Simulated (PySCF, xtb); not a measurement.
silylarsine (AsH5Si), SMILES [SiH3][AsH2].

Harmonic wavenumbers (cm⁻¹) from xtb 6.7.1 with GFN2-xTB at its own minimum, in rising order: 113, 370, 426, 435, 647, 677, 786, 796, 813, 1008, 1914, 1917, 2203, 2205, 2212.

What does PBE0-D3(BJ)/def2-TZVP (PySCF) give at its own minimum? (An estimate is asked for; the answer gives what the named calculation found.)

153, 361, 437, 454, 670, 721, 887, 937, 946, 984, 2206, 2216, 2220, 2234, 2235. Paired by order, the mean absolute difference is 80 cm⁻¹ and the zero-point energies are 23.6 and 25.2 kcal/mol.
